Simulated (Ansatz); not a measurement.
Isolated molecules relaxed with PBE0-D4/def2-TZVP in Ansatz; ΔE leaves out vibrations. CBS: MP2 limit from def2 TZ/QZ plus the TZ coupled-cluster correction, frozen cores. def2 core potentials past Kr. For I outer-core shells are correlated without core-valence functions, which leaves a few kJ/mol of doubt a bond. Each species was taken in one conformer, which may not be the lowest.

Reaction (isomerisation): `[SiH3]CCI` → `CC[SiH2]I`

| species | MP2/def2-QZVPP energy (Eh) |
| --- | --- |
| `[SiH3]CCI` | -666.64030 |
| `CC[SiH2]I` | -666.69065 |

Question: Work out ΔE.

Answer: ΔE = (-666.69065) − (-666.64030) = -0.05035 Eh = -132.2 kJ/mol. CCSD(T)/CBS gives -128.8 kJ/mol.

Largest T1 diagnostic among the species: 0.009.

From PBE to PBE0 (25 % exact exchange), in def2-TZVPP and without D4, ΔE moves by −6.8 kJ/mol. In def2-TZVPP, CCSD(T) changes the Hartree–Fock value by +13.2 kJ/mol (the triples alone add +2.7 kJ/mol) and MP2 by +8.1 kJ/mol.
